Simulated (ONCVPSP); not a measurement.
## u(r) = r·R(r): atom against pseudo-atom (S)

Columns: radius, all-electron u(r) and pseudo u(r) of the 2s shell (level -211.71 eV) of sulfur in the configuration [He] 2s2 2p6 3s2 3p4; PBE, scalar-relativistic, ONCV scheme, ONCVPSP 4.0.1.

| r (bohr) | all-electron | pseudo |
| --- | --- | --- |
| 0.042 | -0.6924 | 0.2509 |
| 0.085 | -0.5173 | 0.4984 |
| 0.128 | -0.0483 | 0.7275 |
| 0.170 | 0.4371 | 0.9263 |
| 0.212 | 0.8479 | 1.0943 |
| 0.255 | 1.1593 | 1.2305 |
| 0.298 | 1.3619 | 1.3283 |
| 0.340 | 1.4699 | 1.3868 |
| 0.382 | 1.5067 | 1.4099 |
| 0.425 | 1.4898 | 1.4005 |
| 0.467 | 1.4356 | 1.3635 |
| 0.510 | 1.3546 | 1.3027 |
| 0.552 | 1.2601 | 1.2260 |
| 0.595 | 1.1557 | 1.1360 |
| 0.638 | 1.0489 | 1.0391 |
| 0.680 | 0.9463 | 0.9423 |
| 0.722 | 0.8480 | 0.8467 |
| 0.765 | 0.7533 | 0.7530 |
| 0.807 | 0.6677 | 0.6675 |
| 0.850 | 0.5874 | 0.5873 |
| 0.892 | 0.5165 | 0.5164 |
| 0.935 | 0.4513 | 0.4512 |
| 0.977 | 0.3944 | 0.3943 |
| 1.020 | 0.3429 | 0.3428 |
| 1.062 | 0.2985 | 0.2984 |
| 1.105 | 0.2585 | 0.2584 |

How many radial nodes do the two functions have?

The all-electron 2s function has n − l − 1 = 1; the pseudo-wave has 0, since the states of the same l below it are removed with the core.

At about which radius was the pseudo-wave matched?

0.80 bohr, where the columns begin to agree (steps of 0.04 bohr).

Where does each function peak?

Outermost all-electron maximum near 0.38 bohr, pseudo maximum near 0.38 bohr (to the table’s step).

Is the pseudo-wave norm-conserving?

Yes: the ONCV scheme keeps the norm inside the radius equal to the all-electron one, which fixes the energy derivative of the logarithmic derivative at the level.
